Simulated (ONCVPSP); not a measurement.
# Rb: one change to an ONCV potential, before and after

| Item | Value |
| --- | --- |
| Element | Rb |
| Generator | ONCVPSP 4.0.1 |
| Type | optimised norm-conserving Vanderbilt (ONCV) |
| Functional | PBE |
| Relativity | scalar-relativistic |
| Frozen core | [Ar] 3d10 |
| Valence charge | 9 |
| Reference configuration | 4s2 4p6 5s0.75 (charge +0.25) |
| Partial waves | 4s+5s: rc 2.20 bohr, ncon 4, nbas 8, qcut 5.4 1/bohr, 2 projectors; 4p: rc 1.50 bohr, ncon 4, nbas 7, qcut 4.6 1/bohr, 2 projectors, debl 3.7 Ha; d scattering state at 0.4 Ha: rc 1.50 bohr, ncon 3, nbas 7, qcut 5.4 1/bohr, local |
| Local potential | the d channel |
| Core correction | Teter function, fcfact 4.5, rcfact 1.45 |

Change: s: qcut 5.2; p: qcut 4.4; d: qcut 5.2.

Cutoffs: the cutoffs (Ha) at which the residual kinetic energy of the hardest occupied pseudo-wave falls to 1 and 0.1 mHa per electron; they do not see the model core or the augmentation charge, which bear on the density cutoff. Errors are all-electron minus pseudo energies relative to the spin-unpolarised reference configuration.

Problem. How do hardness, ghosts and transferability respond?

Solution. The potential gets harder (31 Ha and 61 Ha → 42 Ha and 61 Ha); the errors of the 4 common tests hardly move; neither file shows a bound ghost.

| quantity | base | changed |
| --- | --- | --- |
| cutoff, loose | 31 Ha | 42 Ha |
| cutoff, tight | 61 Ha | 61 Ha |
| loose cutoff by channel | s 9.7 Ha, p 31 Ha | s 9.3 Ha, p 42 Ha |
| bound ghosts | none | none |
| GHOST(+) flags under 300 eV | none | none |
| error for 4s2 4p6 5s1, meV [ΔE -0.67 eV] | 0.0 | 0.0 |
| error for 4s2 4p6 5s0, meV [ΔE 3.48 eV] | -0.3 | -0.3 |
| error for 4s2 4p6 5s0.5, meV [ΔE 0.91 eV] | 0.0 | 0.0 |
| error for 4s2 4p6 4d0.5 5s0.5, meV [ΔE 0.45 eV] | -0.4 | -0.4 |
| s: phases at 2.24 bohr within 0.05 rad from the reference energy up to (Ha; the scan ends near 5) | to the end of the scan | to the end of the scan |
| p: phases at 1.53 bohr within 0.05 rad from the reference energy up to (Ha; the scan ends near 5) | to the end of the scan | to the end of the scan |
| d: phases at 1.53 bohr within 0.05 rad from the reference energy up to (Ha; the scan ends near 5) | to the end of the scan | to the end of the scan |
| rms error of d²Exc/dni dnj with the model core, mHa | 1.98 | 2.01 |
